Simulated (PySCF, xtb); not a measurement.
C3H7BN2, SMILES NB(N)C=C=C.

GFN2-xTB in xtb 6.7.1 at its own geometry gives an orbital gap of 4.60 eV and a dipole moment of 1.74 D.

The structure is a stationary point at PBE0-D3(BJ)/def2-SVP. The structure was generated by enumeration, and PubChem lists no compound with its InChIKey, so it may never have been made. Other conformers were not sampled.

**Question.** What does PBE/def2-TZVP run with PySCF give? (An estimate is asked for; the answer gives what the named calculation found.)

**Answer.** gap 4.54 eV (levels -5.48 and -0.95 eV), dipole 1.44 D.
